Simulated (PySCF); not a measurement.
Isomers of C6H13OP. Method: PySCF 2.14.0, PBE0-D3(BJ)/def2-SVP geometry optimisation, gas phase. Energies are electronic, without zero-point or thermal terms, for one conformer each. No frequencies were run at this level. Point groups hold within 0.08 Å.

Problem. Rank from lowest to highest electronic energy at this level (kcal/mol).
A. `[CH3:1][C@@H:2]1[CH2:3][CH2:4][CH2:5][CH2:6][P@H:7]1=[O:8]` with C1–C2–C3–C4 178°, C2–C3–C4–C5 62°, C3–C4–C5–C6 -61°, C4–C5–C6–P7 57°
B. `[CH3:1][C@@H:2]1[CH2:3][CH2:4][P@@H:5](=[O:6])[C@@H:7]1[CH3:8]` with C1–C2–C3–C4 -177°, C2–C3–C4–P5 33°, C3–C4–P5–O6 -133°, C4–P5–C7–C8 105°

Solution. A (0.0), B (5.8).

```
                      SMILES      E (Eh)  E rel (kcal/mol)  dipole (D)  point group     A, B, C (MHz)
        C[C@@H]1CCCC[P@H]1=O  -652.26290               0.0        4.34           C1  2227, 1692, 1041
C[C@@H]1CC[P@@H](=O)[C@@H]1C  -652.25359               5.8        4.30           C1  2621, 1357, 1114
```

Problem. How do the relative energies change in single points at PBE0/pcSseg-1 (no added dispersion term) on the same geometries?

Solution. 
| SMILES | PBE0-D3(BJ)/def2-SVP (kcal/mol) | PBE0/pcSseg-1 (kcal/mol) | shift |
| --- | --- | --- | --- |
| C[C@@H]1CCCC[P@H]1=O | 0.0 | 0.0 | 0.0 |
| C[C@@H]1CC[P@@H](=O)[C@@H]1C | 5.8 | 5.3 | -0.5 |

Each column counts from its own lowest isomer. The order is unchanged; the largest shift is 0.5 kcal/mol.
